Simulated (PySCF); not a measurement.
Cartesian coordinates in Å; atom numbers follow the order of the lines, from 1:
```xyz
13

C     2.4367   -0.0990    0.2907
O     1.5070   -0.0573   -0.7637
B     0.1814   -0.0112   -0.5723
O    -0.6452    0.0479   -1.6734
B    -1.9970    0.1114   -1.5190
O    -2.5387    0.1092   -0.2549
B    -1.7323    0.0355    0.8499
O    -0.3752   -0.0208    0.6939
H     3.1005   -0.9648    0.1487
H     1.9443   -0.1773    1.2714
H     3.0514    0.8140    0.2705
H    -2.7183    0.1693   -2.4794
H    -2.2143    0.0187    1.9521
```

Method: PBE0-D3(BJ)/def2-SVP geometry, NMR shieldings at PBE0/pcSseg-1/GIAO, in PySCF 2.14.0 with density-fitted response routines (single conformer, gas phase, one averaged value for each set of equivalent atoms, relativity neglected).

δ = σ(ref) − σ, references computed at the same level: $^{13}$C and $^{1}$H against TMS; H2O for $^{17}$O; $^{11}$B vs BF3·OEt2.

```csv
atoms,nucleus,count,Hirshfeld charge,δ (ppm)
C1,$^{13}$C,1,-0.03,52.3
B5/B7,$^{11}$B,2,0.25,27.3
B3,$^{11}$B,1,0.31,?
O4/O8,$^{17}$O,2,-0.22,185.7
H12/H13,$^{1}$H,2,-0.05,4.53
O6,$^{17}$O,1,-0.22,218.7
O2,$^{17}$O,1,-0.18,?
H9/H10/H11,$^{1}$H,3,0.05,3.90
```

Question: Estimate the values marked ?.

Answer: 
- O2: 81.6 ppm, oxygen bonded to C, B
- B3: 16.4 ppm, boron bonded to 3 O, in a 6-membered ring

Hydrogens on boron are broadened and split by $^{11}$B (spin 3/2, 80 %) and 10B (spin 3). Shifts are as computed. Against solution values, carbons near 30 ppm lie about +2 ppm off and those near 130 ppm about +5 ppm. Of 1313 compounds with measured shifts, 239 miss one by over three times the rms of a fit or turn the order of signals round; such compounds aren't used in these exercises. Experimental scales use liquid or dissolved standards, which lie at an offset from isolated H2O (liquid H2O: subtract about 36 ppm).
